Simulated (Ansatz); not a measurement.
`C[SiH2][CH2][AlH][SH]` + `CNC` → `C[N](C)[AlH][SH]` + `C[SiH2]C`  (ligand exchange at the Al–C bond)

Gas-phase electronic energies from Ansatz, PBE0-D4/def2-TZVP geometries. CCSD(T)/CBS is the MP2 limit (def2-TZVPP, def2-QZVPP) plus CCSD(T) − MP2 in def2-TZVPP, frozen cores. DFT in def2-TZVPP. One conformer a species, not always the lowest.

`C[SiH2][CH2][AlH][SH]`:

Z-matrix (Å, degrees):
```
C
Si 1 1.873
H 1 1.092 2 111.0
H 1 1.094 2 111.1 3 119.6
H 1 1.093 2 111.0 3 -119.9
C 2 1.867 1 111.4 3 177.3
H 2 1.493 1 109.1 3 -62.7
H 2 1.492 1 109.3 3 54.0
Al 6 1.945 2 114.1 1 52.8
H 6 1.096 2 109.9 1 -70.1
H 6 1.098 2 108.1 1 173.5
S 9 2.186 6 119.5 2 48.0
H 9 1.582 6 124.8 2 -130.6
H 12 1.345 9 93.7 6 -0.7
```

`CNC`:

Z-matrix (Å, degrees):
```
C
N 1 1.445
H 1 1.094 2 109.4
H 1 1.092 2 110.0 3 117.9
H 1 1.104 2 114.0 3 -120.2
C 2 1.445 1 112.8 3 65.3
H 2 1.011 1 109.8 3 -171.9
H 6 1.104 2 114.0 1 54.9
H 6 1.094 2 109.4 1 -65.3
H 6 1.092 2 110.0 1 176.8
```

`C[N](C)[AlH][SH]`:

Cartesian coordinates in Å:
```
C -1.342 0.078 -0.136
N 0.056 0.085 0.208
C 0.289 0.639 1.523
Al 1.402 -0.491 -0.787
S 1.099 -1.336 -2.784
H -1.930 -0.519 0.576
H -1.764 1.093 -0.135
H -1.504 -0.344 -1.130
H -0.232 0.064 2.301
H -0.065 1.678 1.591
H 1.356 0.635 1.763
H 2.870 -0.394 -0.221
H -0.237 -1.189 -2.769
```

`C[SiH2]C`:

```xyz
11

C    -1.428    0.651   -0.194
Si   -0.169   -0.663    0.245
C     1.580   -0.053   -0.026
H    -2.446    0.288   -0.034
H    -1.336    0.943   -1.244
H    -1.288    1.545    0.419
H    -0.406   -1.877   -0.587
H    -0.341   -1.060    1.672
H     1.739    0.224   -1.072
H     2.309   -0.824    0.232
H     1.787    0.826    0.591
```

```json
{"level": "ωB97X-V", "ΔE (kJ/mol)": "-72.9"}
{"level": "HF/def2-TZVPP", "ΔE (kJ/mol)": "-78.2"}
{"level": "CCSD/def2-TZVPP", "ΔE (kJ/mol)": "-76.3"}
{"level": "MP2/CBS(def2)", "ΔE (kJ/mol)": "-75.5"}
```

Question: What does CCSD(T)/CBS give? (An estimate is asked.)

Answer: Ansatz gave: -73.8 kJ/mol. The listed levels differ from it by 0.9, -4.4, -2.5, -1.7 kJ/mol.

Largest T1 diagnostic among the species: 0.012.
